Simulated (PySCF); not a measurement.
## Removing an electron from 3-chlorobenzonitrile

3-chlorobenzonitrile, C₇H₄ClN.
Geometry (PBE0-D3(BJ)/def2-SVP, Å), atoms numbered from 1 in this order:
```
atom  x, y, z in Å
N1    -3.0696   -1.6246   -0.4631
C2    -2.0512   -1.0864   -0.3345
C3    -0.7939   -0.4178   -0.1758
C4    -0.7394    0.9835   -0.1825
C5     0.4870    1.6208   -0.0283
C6     1.6558    0.8802    0.1328
C7     1.5897   -0.5138    0.1387
Cl8    3.0372   -1.4350    0.3406
C9     0.3748   -1.1746   -0.0146
H10   -1.6574    1.5594   -0.3078
H11    0.5373    2.7115   -0.0325
H12    2.6217    1.3728    0.2542
H13    0.3352   -2.2642   -0.0090
```

Level: B3LYP/def2-SVPD (PySCF). Frontier orbitals with their largest atomic shares (Löwdin; up to four atoms above 4 %):

```csv
orbital,ε (eV),main atoms
HOMO−3,-9.61,"Cl8 28 %, N1 16 %, C5 14 %, C2 12 %"
HOMO−2,-9.23,"Cl8 78 %, C7 9 %"
HOMO−1,-8.03,"C9 22 %, C5 17 %, C3 14 %, C6 13 %"
HOMO,-7.61,?
LUMO,-2.15,"C6 18 %, C3 17 %, N1 12 %, C9 11 %"
LUMO+1,-1.50,"C7 19 %, C5 18 %, C4 18 %, C9 17 %"
LUMO+2,-0.17,"Cl8 37 %, C7 13 %, C2 7 %, H12 6 %"
```

What vertical ionisation energy does ΔSCF give, and how far is −ε(HOMO) from it?

ΔSCF: 9.54 eV (921 kJ/mol; threshold wavelength 130 nm); ⟨S²⟩ of the doublet left behind is 0.762, against 0.75 for a pure doublet. −ε(HOMO) is 7.61 eV, 1.93 eV below it. In exact Kohn–Sham theory the two would be equal; B3LYP (global hybrid, 20 % exact exchange) falls short of its own ΔSCF value by 20 %.

On which atoms does the HOMO lie?

Cl8 (aryl chlorine) 24 %, C4 (aromatic CH carbon) 18 %, C7 (aromatic C–Cl carbon) 17 %, C6 (aromatic CH carbon) 11 %, so no atom holds as much as 40 %. The HOMO−1 lies 0.42 eV lower.

And the vertical electron affinity, the fundamental gap, Mulliken's electronegativity and the hardness (with the factor ½)?

EA = 0.29 eV by ΔSCF (−ε(LUMO) = 2.15 eV). IE − EA = 9.25 eV against an orbital gap of 5.46 eV; (IE + EA)/2 = 4.91 eV; (IE − EA)/2 = 4.62 eV.

With α = 101.0 au, estimate the like-pair dispersion coefficient by London's formula C6 = (3/4)α²I.

I = 0.3507 Eh, so C6 ≈ 2680 au, a rough estimate.

How many of the 10 lowest singlet excitations (vertical TDDFT, same level) lie below the ionisation energy?

All 10; they run from 4.76 to 6.83 eV.

Shift the occupied levels rigidly so that −ε(HOMO) equals the ΔSCF value. What binding energies result?

The shift is +1.93 eV: HOMO 9.54, HOMO−1 9.96, HOMO−2 11.16, HOMO−3 11.54 eV. A rigid shift is only a rough guide to the deeper ionisations.

Isolated species at its PBE0-D3(BJ)/def2-SVP geometry, gas phase.

The run behind these numbers computed excited states and ΔSCF ions as well. The run took 2.7 min wall on Arm Neoverse V1, one thread, no GPU, on a shared host.
